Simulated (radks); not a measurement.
The numbers below are computed, except where a source is named.
Neutral mercury inside a hard spherical wall (all orbitals vanish at R), configuration held at [Hg] and not refilled when levels cross. Code: a radial shooting solver on a logarithmic mesh with Libxc functionals. Model: scalar-relativistic Kohn-Sham, LDA (Slater exchange, VWN5 correlation), spin-unpolarised, spherical densities, finite nucleus; Fermi nuclear charge, rms radius 5.4648 fm. Eigenvalues in eV, with the zero of energy where the potential of the charges vanishes at infinity; a dash marks a level that is unbound or too diffuse for the functional's potential to be trusted. A positive occupied level is held by the wall or, in an anion where self-interaction has pushed it up, behind a barrier. The pressure on the wall is -dE/dV.

R (bohr)	E (hartree)	kinetic (hartree)	e(4f)	e(5p)	e(5d)	e(6s)	e(6p, empty)	e(7s, empty)	pressure (GPa)
free	-19607.2909	21990.738	-96.343	-66.773	-10.078	-7.123	-1.184	-	0
15	-19607.2909	21990.738	-96.343	-66.773	-10.078	-7.123	-1.181	0.376	< 0.0001
12	-19607.2909	21990.738	-96.343	-66.773	-10.078	-7.123	-1.160	0.811	< 0.0001
6	-19607.2744	21990.874	-95.793	-66.231	-9.567	-6.567	0.501	9.860	1.53
4	-19606.9663	21992.582	-91.362	-62.110	-5.760	-1.485	9.115	39.307	76.0
2.5	-19602.4439	22011.901	-64.806	-40.104	17.258	38.908	64.032	176.65	3810
1.5	-19548.7453	22202.329	47.108	65.757	147.49	322.36	389.85	813.07	183000
